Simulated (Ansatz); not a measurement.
`S[SiH]1CN1` → `NC1[SiH2]S1`  (isomerisation)

Program: Ansatz. Geometries: PBE0-D4/def2-TZVP. ΔE: electronic, gas phase. CCSD(T)/CBS is the MP2 limit (def2-TZVPP, def2-QZVPP) plus CCSD(T) − MP2 in def2-TZVPP, frozen cores. Each species was taken in one conformer, which may not be the lowest.

| species | CCSD(T)/CBS(def2) energy (Eh) |
| --- | --- |
| `S[SiH]1CN1` | -782.61161 |
| `NC1[SiH2]S1` | -782.60454 |

Question: Work out ΔE.

Answer: ΔE = (-782.60454) − (-782.61161) = 0.00707 Eh = +18.6 kJ/mol.

Largest T1 diagnostic among the species: 0.013.

From PBE to PBE0 (25 % exact exchange), in def2-TZVPP and without D4, ΔE moves by +5.0 kJ/mol. In def2-TZVPP, CCSD(T) changes the Hartree–Fock value by −6.3 kJ/mol (the triples alone add −4.1 kJ/mol) and MP2 by −7.5 kJ/mol.
